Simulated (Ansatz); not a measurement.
**Question.** Predict a relaxed structure of octacene (C34H20), charge 0, singlet, at PBE-D4/def2-SVP (Ansatz).

**Answer.** 
```xyz
54

C    -1.9241   -9.5441    1.6761
C    -3.1817   -9.2962    1.0294
C    -3.4869   -8.0411    0.5519
C    -2.5594   -6.9504    0.6873
C    -2.8431   -5.6672    0.2121
C    -1.9228   -4.5925    0.3482
C    -2.2037   -3.3005   -0.1282
C    -1.2847   -2.2329    0.0089
C    -1.5636   -0.9364   -0.4679
C    -0.6452    0.1274   -0.3304
C    -0.9229    1.4272   -0.8074
C    -0.0050    2.4876   -0.6694
C    -0.2814    3.7910   -1.1470
C     0.6360    4.8465   -1.0081
C     0.3622    6.1566   -1.4868
C     1.2776    7.2032   -1.3468
C     1.0055    8.5302   -1.8294
C     1.9260    9.5433   -1.6785
C     3.1838    9.2951   -1.0323
C     3.4883    8.0402   -0.5540
C     2.5600    6.9501   -0.6880
C     2.8431    5.6669   -0.2122
C     1.9222    4.5927   -0.3474
C     2.2029    3.3008    0.1292
C     1.2835    2.2333   -0.0075
C     1.5624    0.9369    0.4694
C     0.6438   -0.1268    0.3320
C     0.9216   -1.4265    0.8091
C     0.0037   -2.4870    0.6710
C     0.2802   -3.7903    1.1487
C    -0.6368   -4.8460    1.0094
C    -0.3625   -6.1561    1.4876
C    -1.2773   -7.2032    1.3466
C    -1.0046   -8.5303    1.8286
H    -1.6993  -10.5542    2.0508
H    -3.9030  -10.1199    0.9174
H    -4.4510   -7.8495    0.0553
H    -3.8085   -5.4781   -0.2840
H    -3.1689   -3.1109   -0.6242
H    -2.5286   -0.7461   -0.9638
H    -1.8880    1.6177   -1.3033
H    -1.2463    3.9821   -1.6429
H    -0.6028    6.3482   -1.9826
H     0.0404    8.7191   -2.3251
H     1.7017   10.5533   -2.0540
H     3.9059   10.1182   -0.9218
H     4.4526    7.8483   -0.0579
H     3.8087    5.4775    0.2835
H     3.1681    3.1108    0.6250
H     2.5275    0.7466    0.9651
H     1.8866   -1.6170    1.3050
H     1.2451   -3.9812    1.6448
H     0.6023   -6.3473    1.9841
H    -0.0397   -8.7188    2.3247
```
Point group D2h (tolerance 0.1 Å). This is one stationary point.

Single mean-field runs in def2-SVP are fitted with def2-universal-jkfit. The restricted singlet is unstable: a solution with broken spin symmetry lies lower.
